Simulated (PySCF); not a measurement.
## Substituent effects on chemical shifts

Parent skeleton `[NH2:1][Si:2]1([NH2:3])[CH2:4][CH2:5][CH2:6]1`; one hydrogen on atom 4 is replaced by X. Hydrogens on one atom are averaged.

Computed data (PySCF): coordinates at the GFN2-xTB level, shielding tensors at PBE0/pcSseg-1 (GIAO). Averaged over atoms made equivalent by symmetry, fast rotation or ring inversion, one computed conformer, no relativistic terms, no solvent.

Chemical shifts δ = σref − σ; NH3 for $^{15}$N (267.73 ppm); $^{29}$Si (349.16 ppm), $^{13}$C (186.93 ppm), $^{1}$H (31.72 ppm) against TMS, all at this level.

Q: Give δ (ppm) for X = NHCOCH3, CH2OH, SCH3, COOCH3.

A: 
```
      X                    SMILES    N1    Si2    N3    C4    C5    C6  H(C4)  H(C5)  H(C6)
NHCOCH3  CC(=O)N[C@H]1CC[Si]1(N)N  40.7  -15.9  27.6  51.0  26.9  20.5   3.30   1.76   1.26
  CH2OH      N[Si]1(N)CC[C@@H]1CO  25.2   -8.2  31.3  46.2  21.0  22.4   2.17   1.63   1.47
   SCH3      CS[C@@H]1CC[Si]1(N)N  21.4   -3.5  26.1  51.0  27.5  25.8   2.69   1.89   1.64
 COOCH3  COC(=O)[C@H]1CC[Si]1(N)N  33.6  -10.2  27.4  45.2  17.1  22.9   3.04   2.22   1.45
```

Q: Which position responds most, and to which substituents?

A: N1: from 21.4 ppm with SCH3 to 40.7 ppm with NHCOCH3.

Experimental scales use liquid or dissolved standards, which lie at an offset from isolated NH3 (liquid NH3: subtract about 20 ppm).
